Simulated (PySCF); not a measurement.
C4HF5.
InChI=1S/C4HF5/c5-1-2(6)4(8,9)3(1)7/h2H/t2-/m1/s1

Theory: PBE0-D3(BJ)/def2-SVP geometry optimisation, gas phase (PySCF 2.14.0).

Take the most abundant isotopes and a rigid rotor. 

Task: What are A, B and C (cm⁻¹)?

Result: Ia = 263.45, Ib = 306.48, Ic = 463.56 u·Å²; 505379 MHz·u·Å²/I gives 1918, 1649 and 1090 MHz, that is A = 0.06399, B = 0.05500, C = 0.03637 cm⁻¹.

Task: What kind of rotor is it?

Result: An asymmetric top. Ray's parameter κ = (2B − A − C)/(A − C) = 0.350; −1 is the prolate and +1 the oblate limit.

Task: What does the inertial defect say?

Result: Not planar: Δ = Ic − Ia − Ib = -106.38 u·Å². For a rigid frame Δ = −2 Σ m c², so Σ m c² = 53.19 u·Å² lies off the ab plane: 2.28 from hydrogen and 50.91 from heavier atoms. The atom farthest from that plane is 1.50 Å away.

Task: Give the other two planar moments, Paa and Pbb, and the rms extents of the mass along the axes.

Result: Paa = Σ m a² = (Ib + Ic − Ia)/2 = 253.29 and Pbb = Σ m b² = (Ia + Ic − Ib)/2 = 210.26 u·Å². With the mass M = 144.00 u, the rms extents √(P/M) along a, b and c are 1.33, 1.21, 0.61 Å.

Task: Where do the levels up to J = 4 lie, in K?

Result: Above 0(0,0), as E/k:
J = 1: 1(0,1) 0.131, 1(1,1) 0.144, 1(1,0) 0.171
J = 2: 2(0,2) 0.377, 2(1,2) 0.380, 2(1,1) 0.461, 2(2,1) 0.500, 2(2,0) 0.517
J = 3: 3(0,3) 0.725, 3(1,3) 0.726, 3(1,2) 0.877, 3(2,2) 0.894, 3(2,1) 0.958, 3(3,1) 1.035, 3(3,0) 1.044
J = 4: 4(0,4) 1.177, 4(1,4) 1.177, 4(1,3) 1.400, 4(2,3) 1.405, 4(2,2) 1.539, 4(3,2) 1.582, 4(3,1) 1.626, 4(4,1) 1.751, 4(4,0) 1.755

Task: Which types of transition are allowed, and where do some lines up to J = 4 fall?

Result: The dipole components are |μa| = 0.95 D, |μb| = 0.17 D, |μc| = 1.18 D. The squared components, which scale the intensities, stand as 0.64 : 0.02 : 1.00 (a : b : c). Some of the stronger lines:

| type | branch | J(Ka,Kc) | MHz | lower level (cm⁻¹) |
| --- | --- | --- | --- | --- |
| a | Q | 3(2,1) ← 3(2,2) | 1329 | 0.621 |
| c | Q | 3(3,1) ← 3(2,1) | 1602 | 0.666 |
| a | Q | 2(1,1) ← 2(1,2) | 1676 | 0.264 |
| a | Q | 4(1,3) ← 4(1,4) | 4658 | 0.818 |
| a | R | 2(1,2) ← 1(1,1) | 4920 | 0.100 |
| c | R | 2(2,0) ← 1(1,0) | 7211 | 0.119 |
| a | R | 3(2,2) ← 2(2,1) | 8218 | 0.347 |
| c | R | 3(1,2) ← 2(0,2) | 10430 | 0.262 |
| c | R | 3(2,2) ← 2(1,2) | 10702 | 0.264 |
| c | R | 4(1,3) ← 3(0,3) | 14070 | 0.504 |

Task: Estimate the classical rotational partition function at 50 K, 100 K and 298.15 K.

Result: Point group C1, symmetry number σ = 1; q = (√π/σ)·√((kT/h)³/(ABC)), k/h = 20836.6 MHz/K: 32100 at 50 K, 90800 at 100 K, 467000 at 298.15 K.

Not checked by PBE0-D3(BJ)/def2-SVP frequencies. These are rigid-rotor constants of the computed structure; measured ground-state constants (B0) also hold zero-point vibration.

On an Intel Xeon 6975P-C with one thread, no GPU, on a shared host, this took 32 s wall and 0.51 GiB of memory at its peak. This is the geometry optimisation.
